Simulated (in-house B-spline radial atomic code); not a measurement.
Configurations of the scandium ion Sc³⁺, with energies counted from [Ne] 3s2 3p6. Level of theory: scalar-relativistic (X2C) CAM-B3LYP, spin-polarised, spherical fractional occupations, Fermi nucleus of rms radius 3.5459 fm; calculated with a radial B-spline atomic code at the basis-set limit. Caution: exact exchange at fractional occupations of open shells leaves self-interaction of up to several eV. Shells without spins written out take the highest spin.

Occupations are held fixed; configurations that lie above the ionisation limit could autoionise.

```tsv
configuration	E - E(ref) (eV)	highest orbital	its <r> (bohr)
[Ne] 3s2 3p5 4s1	43.714	4s up	2.615
[Ne] 3s(0 up, 1 down) 3p6 3d(1 up, 0 down)	58.368	3d up	1.379
[Ne] 3s1 3p6 4p1	71.426	4p up	2.962
[Ne] 3s1 3p6 4d1	79.326	4d up	3.731
[He] 2s2 2p(2 up, 3 down) 3s2 3p6 4s(0 up, 1 down)	421.96	4s down	2.566
[He] 2s2 2p5 3s2 3p6 4f1	442.36	4f up	4.438
```

Order these further configurations by energy, lowest first.
A. [Ne] 3s2 3p(2 up, 3 down) 4f(1 up, 0 down)
B. [Ne] 3s2 3p5 4d1
C. [He] 2s2 2p(3 up, 2 down) 3s2 3p6 3d(1 up, 0 down)
D. [He] 2s2 2p5 3s2 3p6 4d1
E. [He] 2s2 2p5 3s2 3p6 4p1

B (58.609 eV), A (63.458 eV), C (413.02 eV), E (429 eV), D (437 eV).

How far above the reference does [Ne] 3s1 3p6 3d1 lie?

57.164 eV; its least bound orbital is 3d up with <r> = 1.35 bohr.
